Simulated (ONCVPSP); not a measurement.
## Potentials for Li compared

Generated with ld1.x 7.5 (TM, RRKJ, ultrasoft, PAW), atompaw 4.2 or ONCVPSP 4.0.1. The cutoff is in Ry: for ld1.x and atompaw files where the sum of valence levels is converged to 10 mRy in a Bessel basis, for ONCV files where the hardest occupied wave has 1 mHa per electron of residual kinetic energy. The error is the largest all-electron minus pseudo excitation energy over each file’s own four to seven test configurations (ionisations up to +4, promotions, holes and added fractions of an electron), all of which were solved. The labels leave out finer settings (local radius, basis sizes, second energies), which also bear on the numbers. Spin-polarised tests are not counted. The rows are a selection from randomly drawn settings: files with unsolved tests, undetermined cutoffs or missed reference levels are left out.

| potential | cutoff (Ry) | largest error (meV) | bound ghosts |
| --- | --- | --- | --- |
| ONCV, PBE, non-relativistic, rc 1.15/1.25/1.05 (spd), local smoothed, core correction no, reference 1s2 2s1, qcut 11.3/8/8.8, projectors 2/2/3 | 85 | +792 | none |
| ONCV, PBE, scalar-relativistic, rc 0.90/1.00/0.95 (spd), local smoothed, core correction no, reference 1s2 2s0.5, qcut 15.1/10/9.4, projectors 3/2/2 | 137 | +299 | none |

Q: Fill in the row for Li: ONCV, LDA (Perdew-Wang 92), scalar-relativistic, rc 3.15/4.00 (sp), local s, core correction yes, reference 2s0.5 2p0.5, qcut 2.1/2, projectors 0/1.

A: cutoff 3 Ry, largest error +4.6 meV, bound ghosts: none.

Q: Fill in the row for Li: ONCV, LDA (Perdew-Zunger), scalar-relativistic, rc 1.25/1.00/1.05 (spd), local smoothed, core correction no, reference 1s2 2s1, qcut 10.7/8.4/10.3, projectors 2/2/2.

A: cutoff 74 Ry, largest error +958 meV, bound ghosts: none.

Q: Fill in the row for Li: ONCV, PBE, scalar-relativistic, rc 1.10/1.10 (sp), local p, core correction no, reference 1s2 2s0.5, qcut 13.2/6.8, projectors 2/0.

A: cutoff 95 Ry, largest error +648 meV, bound ghosts: none.
